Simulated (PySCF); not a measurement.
Molecule: `N[SiH2]C(F)F`, CH₅F₂NSi.

Geometry (Å), atoms numbered from 1 in this order:
```xyz
10

N    -1.4779   -0.5343    0.3628
Si   -0.3815    0.7233   -0.0336
C     1.3113   -0.2089   -0.0424
F     1.3069   -1.2135   -0.9700
F     2.3272    0.6245   -0.4035
H    -2.4567   -0.3288    0.4784
H    -1.3614   -1.4469   -0.0515
H    -0.4997    1.3757   -1.3402
H    -0.3624    1.6820    1.0660
H     1.6031   -0.6685    0.9114
```

Frames of a GFN2-xTB Langevin trajectory at 300 K; GIAO PBE0/pcSseg-1 shieldings in PySCF, gas phase, non-relativistic; equivalent atoms averaged within each frame.

Referencing at the same level of theory: ¹⁵N (σref 267.73) against NH3; ²⁹Si (σref 349.16), ¹³C (σref 186.93), ¹H (σref 31.72) against TMS; ¹⁹F (σref 170.95) vs CFCl3. The references are static minima.

**Question.** How do the shifts (ppm) fluctuate along the trajectory?

**Answer.** 
| time (fs) | N1 | Si2 | C3 | F4/F5 | H10 | H8/H9 | H6/H7 |
| --- | --- | --- | --- | --- | --- | --- | --- |
| 250 | -10.8 | -43.9 | 120.8 | -165.1 | 6.52 | 4.94 | -0.49 |
| 425 | 2.2 | -42.3 | 130.0 | -153.2 | 5.72 | 5.67 | 0.50 |
| 625 | -1.4 | -51.2 | 120.1 | -167.8 | 6.27 | 4.55 | 0.88 |
| 800 | 10.9 | -35.2 | 136.6 | -146.7 | 6.63 | 4.98 | 0.94 |
| 1000 | -2.2 | -27.5 | 128.3 | -141.4 | 6.46 | 5.43 | -0.05 |
| mean of frames | -0.3 | -40.0 | 127.2 | -154.8 | 6.32 | 5.11 | 0.36 |
| standard deviation | 7.8 | 9.0 | 6.9 | 11.4 | 0.36 | 0.44 | 0.62 |

5 frames give an uncertainty of the mean of about the standard deviation over 2.2 at best, since frames this close in time may not be independent; classical motion lacks zero-point vibration, and the reference would need the same averaging.
